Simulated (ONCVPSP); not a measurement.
# Transferability test, ONCV potential for Ga (Z = 31)

| Property | Result |
| --- | --- |
| Element | Ga (Z = 31) |
| Generator | ONCVPSP 4.0.1 |
| Type | optimised norm-conserving Vanderbilt (ONCV) |
| Functional | PBEsol |
| Relativity | scalar-relativistic |
| Frozen core | [Ar] 3d10 |
| Valence charge | 3 |
| Reference configuration | 4s1 4p2 |
| Partial waves | 4s: rc 1.75 bohr, ncon 4, nbas 8, qcut 3.6 1/bohr, 2 projectors, debl 1.1 Ha; 4p: rc 2.00 bohr, ncon 4, nbas 9, qcut 4.2 1/bohr, 2 projectors, debl 2.6 Ha |
| Local potential | polynomial inside 1.55 bohr (lpopt 5, dvloc0 1 Ha) |
| Core correction | Teter function, fcfact 5.75, rcfact 1.2 |

Energies are relative to the spin-unpolarised reference configuration 4s1 4p2; without spin polarisation the order of configurations can differ from experiment.

| valence configuration | charge | ΔE all-electron (eV) | error AE − PS (meV) |
| --- | --- | --- | --- |
| 4s2 4p1 | 0 | -6.551 | -9.9 |
| 4s2 4p0.5 | +0.5 | -4.524 | -1.4 |

Question: What are ΔE and the potential's error for 4s2 4p0?

Answer: ΔE = -0.871 eV all-electron; the error (AE − PS) is +12 meV.

Question: What are ΔE and the potential's error for 4s1 4p0?

Answer: ΔE = 20.265 eV all-electron; the error (AE − PS) is -33 meV.

Note: no bound ghost flagged; GHOST(+) flagged for s at 107.7 eV.
